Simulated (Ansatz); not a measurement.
Two members of one family (Sn nanocrystals, cubic, H-capped), computed with Ansatz in the gas phase; def2 core potentials for Sn, no spin–orbit coupling. The two geometries come from different levels. Binding counts from free atoms in the multiplicity of their measured ground term, without zero-point energy. Sets without diffuse functions give affinities that are too small. A dash marks a value that wasn't run or was left out as unsound. The structures are stationary points that may keep the symmetry of their start.

First: Sn30H36 (singlet, charge 0, PBE-D4/def2-SVP geometry).

Cartesian coordinates in Å:
```
Sn 0.027 4.550 3.453
Sn -4.232 3.385 1.257
Sn 2.907 1.136 4.522
Sn 1.932 -3.220 3.500
Sn -5.040 -1.023 0.300
Sn -2.059 -4.300 1.383
Sn -1.078 0.117 2.386
Sn -0.162 3.104 -1.010
Sn 2.910 -0.223 0.091
Sn -1.049 -1.310 -2.013
Sn -4.209 1.992 -3.045
Sn 0.070 1.651 -5.470
Sn 1.960 -4.653 -0.921
Sn 2.965 -1.721 -4.293
Sn 0.188 1.844 4.239
Sn -3.829 0.738 2.148
Sn 0.981 4.920 0.829
Sn -2.918 3.704 -1.216
Sn -0.804 -2.571 3.234
Sn 3.159 -1.531 5.398
Sn 4.207 1.373 2.031
Sn 3.133 -2.906 0.963
Sn -4.807 -3.695 1.169
Sn -3.800 -0.674 -2.216
Sn -0.778 -3.982 -1.116
Sn 0.165 0.430 -0.139
Sn 0.998 3.497 -3.556
Sn 4.236 -0.059 -2.401
Sn 0.244 -0.999 -4.513
Sn 3.214 -4.395 -3.436
H 0.954 5.522 4.560
H -1.618 5.100 3.536
H -5.936 3.662 1.045
H -3.660 4.533 2.429
H 3.658 2.213 5.672
H 2.075 -4.889 3.995
H -6.726 -0.592 0.150
H -1.841 -5.948 1.917
H -5.916 2.330 -3.048
H -3.626 2.242 -4.663
H -1.575 2.033 -5.872
H 1.006 1.794 -6.930
H 2.103 -6.294 -0.343
H 3.733 -1.521 -5.848
H -0.596 1.660 5.789
H -4.575 0.518 3.711
H 0.634 6.541 0.300
H 2.709 4.738 0.820
H -3.078 5.358 -1.753
H -1.591 -2.723 4.785
H 2.409 -1.730 6.953
H 4.837 -1.948 5.580
H 5.851 0.820 2.177
H 4.268 3.031 1.517
H 4.835 -3.278 1.095
H -5.597 -3.905 2.704
H -5.578 -4.770 0.040
H -4.530 -1.770 -3.362
H -1.548 -5.020 -2.291
H 2.725 3.365 -3.429
H 0.646 5.117 -4.085
H 4.290 1.585 -2.957
H 5.880 -0.582 -2.177
H -0.519 -2.067 -5.664
H 4.891 -4.839 -3.324
H 2.472 -5.466 -4.587
```

| level | HOMO (eV) | LUMO (eV) | gap (eV) | vertical EA (eV) | binding per atom (eV) |
| --- | --- | --- | --- | --- | --- |
| PBE-D4/def2-SVP | -5.70 | -3.09 | 2.61 | 2.07 | 2.51 |
| r2SCAN-D4/def2-SVP | -5.92 | -2.95 | 2.96 | – | 2.50 |
| r2SCAN-D4/def2-mTZVP | -5.99 | -3.04 | 2.95 | – | 2.48 |
| PBE0-D4/def2-SVP | -6.50 | -2.41 | 4.08 | 1.74 | 2.51 |

Second: Sn31H36 (singlet, charge 0, r2SCAN-D4/def2-SVP geometry).

```xyz
67

Sn   -3.669   -4.210   -0.647
Sn    1.080   -5.477    0.176
Sn   -5.185   -0.422    1.307
Sn   -2.508    2.224    3.883
Sn    3.627   -2.667    2.695
Sn    1.919    1.096    4.542
Sn   -0.785   -1.598    1.955
Sn   -0.119   -1.875   -2.557
Sn   -1.848    2.021   -0.672
Sn    2.570    0.883   -0.025
Sn   -4.462   -0.627   -3.295
Sn    4.286   -3.074   -1.790
Sn    3.074    0.838   -4.683
Sn    0.863    4.721    1.900
Sn    1.480    4.558   -2.599
Sn   -3.407   -2.576    1.618
Sn    1.038   -3.708    2.350
Sn   -2.752   -2.813   -2.898
Sn    1.666   -4.011   -2.138
Sn   -0.690    0.105    4.200
Sn   -5.119    1.259    3.548
Sn   -4.446    0.993   -1.004
Sn   -1.727    3.671    1.608
Sn    3.725   -1.007    4.947
Sn    4.341   -1.273    0.360
Sn    2.620    2.556    2.246
Sn   -0.044   -0.129   -0.341
Sn    0.669   -0.574   -4.921
Sn   -1.153    3.638   -2.863
Sn    3.214    2.365   -2.335
Sn    1.609    6.219   -0.349
H    -5.338   -4.579   -0.861
H    -2.836   -5.701   -0.454
H     2.329   -6.638    0.424
H    -0.402   -6.340    0.034
H    -6.782   -1.051    1.096
H    -2.424    3.252    5.271
H     4.723   -3.991    2.889
H     1.929    2.169    5.898
H    -6.059   -1.177   -3.632
H    -3.943    0.304   -4.649
H     5.312   -4.407   -1.417
H     4.896   -2.346   -3.225
H     4.383   -0.275   -4.741
H     3.246    1.897   -6.033
H     0.913    5.708    3.320
H     1.924    5.448   -4.014
H    -3.843   -3.468    3.034
H     0.578   -4.555    3.787
H    -2.801   -3.845   -4.284
H     1.606   -5.046   -3.522
H    -1.128   -0.822    5.594
H    -5.619    0.389    4.949
H    -6.215    2.572    3.343
H    -5.531    2.321   -1.226
H    -2.838    4.975    1.359
H     3.307   -1.898    6.361
H     5.319   -0.396    5.175
H     5.940   -0.641    0.550
H     4.234    3.153    2.430
H    -0.577    0.505   -5.416
H     0.829   -1.758   -6.164
H    -1.364    2.791   -4.346
H    -2.232    4.981   -2.890
H     4.829    2.964   -2.169
H     0.561    7.572   -0.545
H     3.206    6.831   -0.144
```

What does the change do? Estimate second minus first.


| level | Δ HOMO (eV) | Δ LUMO (eV) | Δ gap (eV) | Δ vertical EA (eV) | Δ binding per atom (eV) |
| --- | --- | --- | --- | --- | --- |
| PBE-D4/def2-SVP | 0.04 | 0.12 | 0.09 | -0.13 | 0.01 |
| r2SCAN-D4/def2-SVP | 0.04 | 0.13 | 0.09 | – | 0.01 |
| r2SCAN-D4/def2-mTZVP | 0.03 | 0.13 | 0.09 | – | 0.01 |
| PBE0-D4/def2-SVP | 0.04 | 0.13 | 0.09 | -0.13 | 0.01 |
